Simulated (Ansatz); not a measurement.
Isolated molecules relaxed with PBE0-D4/def2-TZVP in Ansatz; ΔE leaves out vibrations. CCSD(T)/CBS adds triple-zeta CCSD(T) − MP2 to the extrapolated MP2 energy (def2 sets, frozen cores). This one scheme is used for every species. Functionals use def2-TZVPP. B3LYP here is the variant with VWN-RPA as its local correlation; programs differ in this. One conformer a species, not always the lowest.

Consider the cleavage of the Si–Si bond: `C[Si@H](O)[Si@H](O)F` + `S[SiH2]Cl` → `O[SiH](F)S[SiH2]Cl` + `C[SiH2]O`.

```json
{"level": "r2SCAN-D4", "ΔE (kJ/mol)": "-88.4", "difference from CCSD(T)/CBS": "1.9"}
{"level": "PBE0-D4", "ΔE (kJ/mol)": "-81.8", "difference from CCSD(T)/CBS": "8.5"}
{"level": "ωB97M-V", "ΔE (kJ/mol)": "-92.0", "difference from CCSD(T)/CBS": "-1.7"}
{"level": "B2PLYP", "ΔE (kJ/mol)": "-87.1", "difference from CCSD(T)/CBS": "3.2"}
{"level": "PBE", "ΔE (kJ/mol)": "-72.6", "difference from CCSD(T)/CBS": "17.7"}
{"level": "r2SCAN", "ΔE (kJ/mol)": "-88.0", "difference from CCSD(T)/CBS": "2.3"}
{"level": "PBE0", "ΔE (kJ/mol)": "-79.3", "difference from CCSD(T)/CBS": "11.0"}
{"level": "B3LYP", "ΔE (kJ/mol)": "-79.4", "difference from CCSD(T)/CBS": "10.9"}
{"level": "MP2/def2-TZVPP", "ΔE (kJ/mol)": "-98.8", "difference from CCSD(T)/CBS": "-8.5"}
{"level": "CCSD/def2-TZVPP", "ΔE (kJ/mol)": "-87.4", "difference from CCSD(T)/CBS": "2.9"}
{"level": "CCSD(T)/def2-TZVPP", "ΔE (kJ/mol)": "-88.0", "difference from CCSD(T)/CBS": "2.3"}
{"level": "HF/def2-QZVPP", "ΔE (kJ/mol)": "-94.3", "difference from CCSD(T)/CBS": "-4.0"}
{"level": "MP2/def2-QZVPP", "ΔE (kJ/mol)": "-100.3", "difference from CCSD(T)/CBS": "-10.0"}
{"level": "SCS-MP2/def2-QZVPP", "ΔE (kJ/mol)": "-96.5", "difference from CCSD(T)/CBS": "-6.2"}
{"level": "MP2/CBS(def2)", "ΔE (kJ/mol)": "-101.1", "difference from CCSD(T)/CBS": "-10.8"}
{"level": "CCSD/CBS(def2)", "ΔE (kJ/mol)": "-89.7", "difference from CCSD(T)/CBS": "0.6"}
{"level": "CCSD(T)/CBS", "ΔE (kJ/mol)": "-90.3", "difference from CCSD(T)/CBS": "0"}
```

Largest T1 diagnostic among the species: 0.012.

The D4 term adds −5.0 kJ/mol with B3LYP and −2.4 kJ/mol with PBE0; it sums over pairs of atoms, weighted by their polarisabilities, and B3LYP, whose exchange is more repulsive, gets the larger term. From PBE to PBE0 (25 % exact exchange), in def2-TZVPP and without D4, ΔE moves by −6.7 kJ/mol.
